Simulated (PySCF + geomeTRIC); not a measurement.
Species: C2H6BN, SMILES `B/C=N/C` (H–B–C–N torsion 90°) (charge 0, multiplicity 1).

Q: Give a relaxed geometry from B3LYP-D3(BJ)/def2-TZVP (PySCF + geomeTRIC).

A: One answer among several that fit: the end point of this relaxation, one of several conformers (outside a Z-matrix the atoms follow the SMILES, hydrogens last).
Z-matrix (Å, degrees):
```
N
C 1 1.2671
H 2 1.1076 1 121.03
C 1 1.4476 2 119.20 3 -0.04
H 4 1.0923 1 109.25 2 121.71
H 4 1.0923 5 107.01 1 -118.18
H 4 1.0996 5 109.15 6 -117.99
B 2 1.5585 3 121.49 1 -179.93
H 8 1.1916 2 120.35 3 -90.26
H 8 1.1916 9 119.35 2 -179.70
```
